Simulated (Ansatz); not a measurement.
**Two structures, one formula**

Two relaxed structures of B₂SiH₄O, singlet (PBE0-D4/def2-TZVP; forces vanish, vibrations not checked).

A:

```
8
angstrom
B -1.4492 1.0182 -0.4634
B -0.2542 0.2767 0.2144
Si 1.1973 -0.5593 1.0090
O 1.2135 -2.0326 1.7126
H -1.3193 2.1110 -0.9446
H -2.5403 0.5180 -0.5254
H 0.3974 -2.5372 1.7309
H 2.5538 0.0080 1.1101
```

B:

B1  (-0.527, -0.542, 1.175)
B2  (-0.502, 0.139, -0.298)
Si3  (1.221, -0.358, 0.675)
O4  (-1.318, 0.611, -1.272)
H5  (-1.243, -0.921, 2.035)
H6  (-0.896, 0.961, -2.059)
H7  (0.790, 0.306, -0.731)
H8  (2.692, -0.289, 0.432)
(Å)

Program: Ansatz 0.2.0. Basis: def2-TZVPP. Cores are frozen in the correlated methods. B3LYP uses VWN-RPA correlation.

Q: Which structure is lower at CCSD(T), and by how much? (Judge from chemistry; the value comes from the calculation.)

A: By the calculation: B, by 0.956 eV (electronic energy, against the other). By their contacts, A is B₂SiH₄O ([BH2][B][SiH][OH]) and B is B₂SiH₄O ([OH][B]12[H][SiH]1[BH]2).

All methods give the same order:

```json
{"method": "PBE-D4", "E(B) − E(A) (eV)": "-1.096"}
{"method": "r2SCAN-D4", "E(B) − E(A) (eV)": "-1.023"}
{"method": "PBE0-D4", "E(B) − E(A) (eV)": "-1.087"}
{"method": "B3LYP-D4", "E(B) − E(A) (eV)": "-0.721"}
{"method": "wB97M-V", "E(B) − E(A) (eV)": "-0.966"}
{"method": "HF", "E(B) − E(A) (eV)": "-0.252"}
{"method": "MP2", "E(B) − E(A) (eV)": "-1.165"}
{"method": "CCSD", "E(B) − E(A) (eV)": "-0.837"}
{"method": "CCSD(T)", "E(B) − E(A) (eV)": "-0.956"}
```

T1 diagnostic: at most 0.020. The restricted Hartree–Fock reference is unstable towards an unrestricted one at one or more of these structures.

Labels in which every atom is bracketed show which atoms are joined, not bond orders.

For scale, one of the runs: CCSD(T)/def2-TZVPP, 191 basis functions, launched by `ansatz run in.yaml --threads 2 --pin off --events-out ev --progress --plain --max-ram 4352MiB`. The run took 30 s on 2 CPU threads of an Intel Xeon Platinum 8488C (shared host), with 2.1 GiB of host memory at its peak.
